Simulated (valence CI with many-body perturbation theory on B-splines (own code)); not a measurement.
**E1 line list for Bi70+**

Level of theory: valence CI with perturbative core correlation (CI+MBPT): three valence electrons over a frozen Dirac-Fock core [Ne], radial functions for each j: 11 s, 11 p, 10 d, 8 f, 5 g, 2 h, with the one-electron correlation potential Σ1 (screened to all orders), the two-electron term Σ2, the three-electron term Σ3, Breit, model QED; selected single and double excitations, second order for the rest, scaled by the run's own slope (own B-spline code, finite nucleus).

No measured spectrum was set against this ion. As an estimate, large intervals hold to a few tenths of a per cent, small ones and those within an open d or f shell to about a per cent.

Lines 151 to 200 of 579 in falling wavelength, among levels below 35214 × 10³ cm⁻¹, chosen from the strongest by gf and those to the six lowest levels. Wavelengths and rates use the calculated energies. Electric multipoles are in the length gauge with retardation, E1 and E2 with the static RPA response of the core. Weak lines are less certain than strong ones. Lines between different terms over intervals too small for the method are left out, as are lines whose strength nearly cancels. The highest levels of a list are the least certain.

Levels are named by their leading jj configuration (3d3/2^4 stands for four electrons in 3d with j = 3/2), which in mixed levels can hold well under half, so a name can repeat and another be missing. Letters in brackets count levels of one name in rising energy.

| λ vac (Å) | Upper | Lower | A (s⁻¹) | S (a.u.) with core polarisation | S without |
| --- | --- | --- | --- | --- | --- |
| 31.10 | (3p1/2 3d3/2 3d5/2) J=5/2 [a] | (3p1/2 3p3/2 3d3/2) J=5/2 [a] | 1.80e+11 | 1.60e-02 | 1.62e-02 |
| 31.09 | (3p3/2 3d3/2 3d5/2) J=9/2 [b] | (3p3/2^2 3d3/2) J=7/2 | 8.72e+11 | 1.29e-01 | 1.31e-01 |
| 31.07 | (3d3/2 3d5/2^2) J=3/2 [a] | (3p3/2 3d3/2 3d5/2) J=5/2 [b] | 2.85e+11 | 1.69e-02 | 1.71e-02 |
| 31.05 | (3s 3p3/2 3d5/2) J=5/2 [b] | (3s 3p3/2^2) J=3/2 | 8.41e+11 | 7.46e-02 | 7.54e-02 |
| 31.03 | (3d3/2 3d5/2^2) J=3/2 [a] | (3p3/2 3d3/2 3d5/2) J=3/2 [a] | 3.95e+11 | 2.33e-02 | 2.36e-02 |
| 31.03 | (3p3/2 3d3/2 3d5/2) J=3/2 [b] | (3p3/2^2 3d3/2) J=1/2 | 4.20e+11 | 2.48e-02 | 2.50e-02 |
| 31.01 | (3p3/2^2 3d5/2) J=5/2 [b] | (3p3/2^3) J=3/2 | 9.84e+11 | 8.69e-02 | 8.79e-02 |
| 30.98 | (3s^2 3d5/2) J=5/2 | (3s^2 3p3/2) J=3/2 | 5.03e+11 | 4.43e-02 | 4.48e-02 |
| 30.98 | (3p1/2 3d3/2 3d5/2) J=7/2 [b] | (3p1/2 3p3/2 3d3/2) J=5/2 [b] | 4.19e+11 | 4.92e-02 | 4.98e-02 |
| 30.96 | (3d3/2 3d5/2^2) J=3/2 [b] | (3p3/2 3d3/2 3d5/2) J=5/2 [d] | 5.82e+11 | 3.41e-02 | 3.45e-02 |
| 30.96 | (3s 3p1/2 3d5/2) J=7/2 | (3s 3p1/2 3p3/2) J=5/2 | 3.56e+11 | 4.17e-02 | 4.22e-02 |
| 30.94 | (3s 3d5/2^2) J=5/2 | (3s 3p3/2 3d5/2) J=3/2 [a] | 1.24e+11 | 1.09e-02 | 1.10e-02 |
| 30.92 | (3p1/2 3p3/2 3d5/2) J=5/2 [b] | (3p1/2 3p3/2^2) J=3/2 | 7.43e+11 | 6.50e-02 | 6.58e-02 |
| 30.92 | (3d3/2 3d5/2^2) J=7/2 [a] | (3p3/2 3d3/2 3d5/2) J=7/2 [a] | 2.70e+11 | 3.16e-02 | 3.19e-02 |
| 30.83 | (3s 3d3/2 3d5/2) J=5/2 [a] | (3s 3p3/2 3d3/2) J=3/2 [a] | 4.06e+11 | 3.52e-02 | 3.56e-02 |
| 30.83 | (3p1/2 3d3/2 3d5/2) J=3/2 [b] | (3p1/2 3p3/2 3d3/2) J=1/2 [b] | 2.65e+11 | 1.53e-02 | 1.55e-02 |
| 30.81 | (3p3/2 3d5/2^2) J=3/2 [b] | (3p3/2^2 3d5/2) J=3/2 | 9.84e+11 | 5.68e-02 | 5.75e-02 |
| 30.76 | (3s 3p3/2 3d5/2) J=7/2 [a] | (3s 3p3/2^2) J=5/2 | 4.96e+11 | 5.70e-02 | 5.77e-02 |
| 30.72 | (3d3/2 3d5/2^2) J=1/2 | (3p3/2 3d3/2 3d5/2) J=3/2 [a] | 3.20e+11 | 9.16e-03 | 9.26e-03 |
| 30.71 | (3d3/2 3d5/2^2) J=11/2 | (3p3/2 3d3/2 3d5/2) J=11/2 | 2.01e+11 | 3.45e-02 | 3.49e-02 |
| 30.70 | (3d3/2 3d5/2^2) J=1/2 | (3p3/2 3d3/2 3d5/2) J=1/2 [a] | 3.76e+11 | 1.07e-02 | 1.08e-02 |
| 30.65 | (3s 3p1/2 3d5/2) J=5/2 [a] | (3s 3p1/2 3p3/2) J=3/2 [a] | 4.60e+11 | 3.92e-02 | 3.96e-02 |
| 30.60 | (3d3/2 3d5/2^2) J=5/2 [a] | (3p3/2 3d3/2 3d5/2) J=5/2 [a] | 1.70e+11 | 1.44e-02 | 1.46e-02 |
| 30.60 | (3s 3p3/2 3d5/2) J=3/2 [b] | (3s 3p3/2^2) J=1/2 | 4.10e+11 | 2.32e-02 | 2.35e-02 |
| 30.58 | (3p1/2 3p3/2 3d5/2) J=7/2 [b] | (3p1/2 3p3/2^2) J=5/2 | 5.86e+11 | 6.62e-02 | 6.69e-02 |
| 30.57 | (3s 3d5/2^2) J=5/2 | (3s 3p3/2 3d5/2) J=7/2 [a] | 1.21e+11 | 1.03e-02 | 1.04e-02 |
| 30.57 | (3p1/2 3d5/2^2) J=1/2 | (3p1/2 3p3/2 3d5/2) J=3/2 [b] | 7.09e+11 | 2.00e-02 | 2.02e-02 |
| 30.53 | (3p3/2 3d3/2 3d5/2) J=5/2 [c] | (3p3/2^2 3d3/2) J=3/2 [a] | 3.16e+11 | 2.66e-02 | 2.69e-02 |
| 30.50 | (3d3/2 3d5/2^2) J=3/2 [b] | (3p3/2 3d3/2 3d5/2) J=3/2 [c] | 1.69e+11 | 9.49e-03 | 9.60e-03 |
| 30.46 | (3p1/2 3d5/2^2) J=9/2 | (3p1/2 3p3/2 3d5/2) J=9/2 | 1.84e+11 | 2.57e-02 | 2.60e-02 |
| 30.45 | (3s 3d3/2 3d5/2) J=3/2 [a] | (3s 3p3/2 3d3/2) J=1/2 [a] | 3.53e+11 | 1.97e-02 | 1.99e-02 |
| 30.38 | (3p1/2 3d5/2^2) J=5/2 | (3p1/2 3p3/2 3d5/2) J=5/2 [a] | 4.84e+11 | 4.02e-02 | 4.06e-02 |
| 30.37 | (3d3/2 3d5/2^2) J=7/2 [b] | (3p3/2 3d3/2 3d5/2) J=7/2 [b] | 3.82e+11 | 4.23e-02 | 4.28e-02 |
| 30.32 | (3p1/2 3d5/2^2) J=7/2 | (3p1/2 3p3/2 3d5/2) J=7/2 [a] | 1.96e+11 | 2.15e-02 | 2.18e-02 |
| 30.31 | (3p1/2 3d5/2^2) J=3/2 | (3p1/2 3p3/2 3d5/2) J=3/2 [a] | 4.81e+11 | 2.65e-02 | 2.68e-02 |
| 30.29 | (3p1/2^2 3d5/2) J=5/2 | (3s 3p1/2 3d3/2) J=3/2 [a] | 1.38e+11 | 1.14e-02 | 1.15e-02 |
| 30.22 | (3p3/2 3d3/2 3d5/2) J=3/2 [b] | (3p3/2^2 3d3/2) J=3/2 [a] | 3.12e+11 | 1.70e-02 | 1.72e-02 |
| 30.20 | (3p3/2 3d3/2 3d5/2) J=3/2 [c] | (3p3/2^2 3d3/2) J=1/2 | 2.04e+11 | 1.11e-02 | 1.12e-02 |
| 30.19 | (3s 3d5/2^2) J=1/2 | (3s 3p3/2 3d5/2) J=1/2 | 3.35e+11 | 9.10e-03 | 9.20e-03 |
| 30.09 | (3s 3p1/2 3d5/2) J=5/2 [b] | (3s 3p1/2 3p3/2) J=5/2 | 1.09e+11 | 8.78e-03 | 8.88e-03 |
| 30.05 | (3d3/2 3d5/2^2) J=9/2 | (3p3/2 3d3/2 3d5/2) J=9/2 [a] | 2.51e+11 | 3.36e-02 | 3.40e-02 |
| 30.00 | (3s 3d3/2 3d5/2) J=9/2 | (3s 3p3/2 3d3/2) J=7/2 | 5.31e+11 | 7.07e-02 | 7.16e-02 |
| 30.00 | (3d5/2^3) J=9/2 | (3p3/2 3d5/2^2) J=11/2 | 6.82e+10 | 9.09e-03 | 9.19e-03 |
| 29.90 | (3s 3d5/2^2) J=5/2 | (3s 3p3/2 3d5/2) J=5/2 [a] | 6.61e+11 | 5.23e-02 | 5.29e-02 |
| 29.83 | (3d3/2 3d5/2^2) J=5/2 [b] | (3p3/2 3d3/2 3d5/2) J=5/2 [b] | 2.23e+11 | 1.75e-02 | 1.77e-02 |
| 29.75 | (3s 3p1/2 3d5/2) J=3/2 | (3s 3p1/2 3p3/2) J=5/2 | 2.24e+10 | 1.16e-03 | 1.18e-03 |
| 29.72 | (3s 3d5/2^2) J=3/2 | (3s 3p3/2 3d5/2) J=3/2 [a] | 3.71e+11 | 1.92e-02 | 1.94e-02 |
| 29.54 | (3d5/2^3) J=3/2 | (3p3/2 3d5/2^2) J=5/2 [a] | 4.32e+11 | 2.20e-02 | 2.22e-02 |
| 29.42 | (3s 3d3/2 3d5/2) J=7/2 [b] | (3s 3p3/2 3d3/2) J=7/2 | 9.71e+10 | 9.76e-03 | 9.87e-03 |
| 29.31 | (3s 3d5/2^2) J=9/2 | (3s 3p3/2 3d5/2) J=9/2 | 2.96e+11 | 3.68e-02 | 3.72e-02 |
